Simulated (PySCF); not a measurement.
1-chloro-2,2-difluoropropane (C3H5ClF2), SMILES CC(F)(F)CCl. Geometry optimised at ωB97X-D3(BJ)/def2-SVP. The values are those of a single conformer.

These are ωB97X-D3(BJ)/def2-SVP (PySCF) values and carry that method's errors.

Harmonic wavenumbers (cm⁻¹): 98, 202, 229, 340, 350, 430, 511, 567, 791, 859, 902, 975, 991, 1134, 1207, 1285, 1319, 1359, 1434, 1453, 1468, 1474, 3095, 3135, 3201, 3214, 3215. Rotational constants (GHz): 4.851, 1.755, 1.720; symmetry number 1.

**Question.** Work out the zero-point energy and the ideal-gas rigid-rotor harmonic-oscillator thermochemistry at 298.15 K and 1 atm.

**Answer.** ZPE = ½ Σ hcν = ½ × 35237 cm⁻¹ = 210.77 kJ/mol. H − E(el) = 230.11 kJ/mol. Entropy in J/(mol K): translation 167.87, rotation 115.01, vibration 53.60, total 336.47. G − E(el) = 129.79 kJ/mol. Cp = 101.12 J/(mol K). Modes under 150 cm⁻¹ make the vibrational entropy uncertain.
